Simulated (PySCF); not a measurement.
**How methods differ on the excitation energy of Zr**

Zr [Kr] 4d2 5s2 (3F) → Zr [Kr] 4d1 5s2 5p1 (high-spin determinant), as a difference of total energies. Calculation: PySCF 2.14, in ANO-RCC-VTZP; the spin-free X2C one-electron Hamiltonian (Gaussian nucleus). Correlated levels: valence: [Kr] frozen; valence and next inner shell: [Ar] 3d10 frozen. The calculations carry no spin-orbit coupling.

```json
{"method": "UHF", "excitation energy (eV)": "2.929"}
{"method": "PBE0", "excitation energy (eV)": "3.243"}
{"method": "MP2 (valence)", "excitation energy (eV)": "3.021"}
{"method": "SCS-MP2 (valence)", "excitation energy (eV)": "2.935"}
{"method": "MP2 (valence and next inner shell)", "excitation energy (eV)": "3.155"}
{"method": "SCS-MP2 (valence and next inner shell)", "excitation energy (eV)": "3.084"}
```

Problem. How much does correlation contribute at MP2 (valence and next inner shell)?

Solution. 3.155 − (2.929) = 0.226 eV, measured against UHF.

A first-order spin-orbit estimate (lowest level to lowest level, LS coupling) adds -0.025 eV.

The basis was made for the ground configuration and has no added diffuse functions, so the excitation energy can come out too high.

The determinant of the upper state mixes LS terms, which raises its energy above the lowest term, most at the Hartree-Fock and MP2 levels.
